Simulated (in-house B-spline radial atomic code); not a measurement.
How numerical settings move a run on Li II (Li+), 1s2. Computed with a B-spline radial code for spherical atoms: Dirac-Hartree-Fock, average of configuration, Fermi nucleus of rms radius 2.444 fm.

Command:
```bash
python run_scf.py task.json out
```
Settings of the sound reference run:
```
Z                3
electrons        2
configuration    1s2
hamiltonian      dirac
method           hf
spin_polarised   False
nucleus          fermi
rms_radius       2.444
mass_number      7
atomic_mass      7.016003
speed_of_light   137.036
knot_spacing     0.22
spline_order     8
gauss_points     12
box_radius       35.29
max_iterations   70
damping          0.5
damped_steps     3
diis_vectors     10
tolerance        1e-08
start            Thomas-Fermi
```

Cost of the run: 0.45 s on 1 thread of Arm Neoverse N1 (shared host).

It converges in 7 iterations to -7.237205 hartree, with 1s1/2 at -75.9915 eV. The other runs change the listed settings, some to values that make no sense; their results aren't properties of the atom or ion. Radii are in bohr (the nuclear one in fm), a minus after a letter asks for a j subshell, and «unchanged» means within 1e-8 hartree. The run stops when the residual is below 10 × tolerance × max(1, Z/10), or a noise floor if that is larger, and the energy moves by less than 1e-8 × √|E| hartree; so very loose and very tight tolerances often act alike.

| changed settings | outcome |
| --- | --- |
| spin_polarised = True | stopped with error: spin polarisation is not served with the Dirac Hamiltonian |
| damping = 0.2 | converged in 7 iterations, energy unchanged, 1s1/2 level +3.5e-07 eV |
| spline_order = 4, first_knot = 3.33e-05, max_iterations = 100, diis_vectors = 20 | converged in 8 iterations, energy +1.08e-06 hartree from the reference, 1s1/2 level +7.6e-06 eV |
| max_iterations = 100, damped_steps = 1, start = bare nucleus | converged in 6 iterations, energy unchanged, 1s1/2 level +3.8e-07 eV |
| max_iterations = 12 | converged in 7 iterations, energy unchanged |
| damping = 0.8 | converged in 8 iterations, energy unchanged, 1s1/2 level +4.6e-07 eV |
| electrons = 3, configuration = 1s2 2s-1, max_iterations = 100 | stopped with error: j subshells need the Dirac Hamiltonian and l > 0 |
| max_iterations = 100, damping = 0, start = bare nucleus | converged in 6 iterations, energy unchanged, 1s1/2 level -1.4e-06 eV |
| start = bare nucleus | converged in 7 iterations, energy unchanged, 1s1/2 level +2.3e-06 eV |
| box_radius = 141.16, max_iterations = 2, damping = 0.2 | not converged after 2 iterations, last residual 6.4e-03, last energy +8.42e-04 hartree from the reference |

Task: What happens with box_radius = 2.12, max_iterations = 75, damped_steps = 30?

Result: Converged in 19 iterations, energy +2.67e-02 hartree from the reference, 1s1/2 level +7.9e-01 eV (the program warns: 1s1/2 reaches the box edge).

Task: What happens with electrons = 3, configuration = 1s2 1p1, max_iterations = 60?

Result: Stopped with error: there is no 1p shell.

Task: What happens with damping = 0?

Result: Converged in 6 iterations, energy unchanged, 1s1/2 level +2.9e-06 eV.

Task: What happens with max_iterations = 5?

Result: Not converged after 5 iterations, last residual 2.6e-04, last energy +1.24e-06 hartree from the reference.
